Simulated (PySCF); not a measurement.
C₄H₉FSi.
SMILES: `C=CC[Si@H](C)F`

The closed-shell SCF was solved with PySCF and density fitting under several settings on one GFN2-xTB geometry (grid level 2 and gas phase unless stated).

```csv
settings,basis functions,SCF cycles,E (Eh),HOMO (eV),LUMO (eV),dipole (D)
PBE0/pcSseg-1,154,12,-546.7791,-7.31,0.07,1.63
wB97X-D/def2-SVPD,199,12,-546.8800,-9.16,1.72,1.68
CAM-B3LYP/pcSseg-1,154,12,-547.0878,-8.62,1.22,1.64
"mPW1PW91/pcSseg-1, energy threshold 1e-08 Eh, start guess huckel",154,13,-547.1448,-7.33,0.06,1.64
```

Estimate the rows for these settings: (1) KT3/pcSseg-1, grid level 1; (2) PBE0/pcSseg-0, grid level 4; (3) LDA/6-31G*, start guess huckel.

```
                      settings  basis functions  SCF cycles     E (Eh)  HOMO (eV)  LUMO (eV)  dipole (D)
    KT3/pcSseg-1, grid level 1              154          11  -553.2417      -6.18      -0.86        1.50
   PBE0/pcSseg-0, grid level 4               76          13  -545.8934      -7.43       0.25        1.91
LDA/6-31G*, start guess huckel              106          15  -543.8943      -5.92      -0.68        1.48
```

Over all rows, what range does the HOMO–LUMO gap span?

From 5.24 eV (LDA/6-31G*, start guess huckel) to 10.88 eV (wB97X-D/def2-SVPD). The functional of the narrowest has no exact exchange, that of the widest range-separated exact exchange.

And the dipole moment?

From 1.48 D (LDA/6-31G*, start guess huckel) to 1.91 D (PBE0/pcSseg-0, grid level 4); the largest is 1.29 times the smallest, and the median is 1.64 D.

Compare two rows with the functional PBE0: PBE0/pcSseg-0, grid level 4 and PBE0/pcSseg-1. Which energy is lower, and by how much?

PBE0/pcSseg-1 (154 functions) lies 0.8857 Eh or 556 kcal/mol below PBE0/pcSseg-0, grid level 4 (76 functions).

wB97X-D ran without the empirical dispersion term, which would shift the total energy alone. Cycle counts include a coarse-grid stage where the run had one. All basis functions are spherical, in the Pople sets too. KT3 was designed for NMR shieldings or shifts; total energies of different functionals aren't comparable.

Conformer computed: `[CH2:1]=[CH:2][CH2:3][Si@H:4]([CH3:5])[F:6]`: C1–C2–C3–Si4 107°, C2–C3–Si4–C5 -64°.

One conformer stands for the species.
